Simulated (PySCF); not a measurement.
C4H4, SMILES C(=C)=C=C.

Coordinates come from a B3LYP-D3(BJ)/def2-SVP optimisation.

Level of theory: PBE/def2-TZVPD in PySCF.

Symmetry labels are those of the subgroup D2h that the program uses (full group D2h).

Computed valence orbital energies around the gap with their symmetry:
| orbital | symmetry | energy (eV) |
|---|---|---|
| HOMO−7 | Ag | -16.20 |
| HOMO−6 | B1u | -12.30 |
| HOMO−5 | Ag | -11.45 |
| HOMO−4 | B2u | -11.14 |
| HOMO−3 | B3g | -10.74 |
| HOMO−2 | B3u | -8.59 |
| HOMO−1 | B2u | -6.28 |
| HOMO | B2g | -6.12 |
| LUMO | B3u | -2.55 |
| LUMO+1 | B3g | -0.51 |
| LUMO+2 | Ag | -0.11 |
| LUMO+3 | B1u | 0.30 |
